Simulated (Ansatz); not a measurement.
## Exact exchange and the HOMO–LUMO gap of CH2BrCl (bromochloromethane)

CH2BrCl: 5 atoms, total charge 0, spin state singlet. SMILES: `ClCBr`. The shape is that of a PBE0-D4/def2-TZVP optimisation.

The HOMO–LUMO gap y, in eV, basis def2-SVPD; a is the functional's share of exact exchange. Programs: Ansatz 0.2.0.

```
functional  program     a  y (eV)
       PBE   Ansatz     0    5.23
    r2SCAN   Ansatz     0    5.80
     B3LYP   Ansatz   0.2    7.00
      PBE0   Ansatz  0.25       ?
   r2SCAN0   Ansatz  0.25    7.89
     BHLYP   Ansatz   0.5    9.63
```

Problem. Fit y = c + s·a to the known rows and predict PBE0.

Solution. 
1. Means of the 5 rows: a = 0.1900, y = 7.110.
2. Σ(Δa)² = 0.172, Σ(Δa·Δy) = 1.433, so the slope is 1.433/0.172 = 8.3314.
3. Intercept: 7.110 − (8.3314) × 0.1900 = 5.527. The largest residual of the fit is 0.30.
4. PBE0: 5.527 + (8.3314) × 0.25 = 7.61 eV.

The run gave 7.53 eV, so the prediction is off by +0.08 eV, within the largest residual. Exact exchange lowers occupied levels and raises empty ones. The rows mix families of semi-local functionals, which the line can't see.
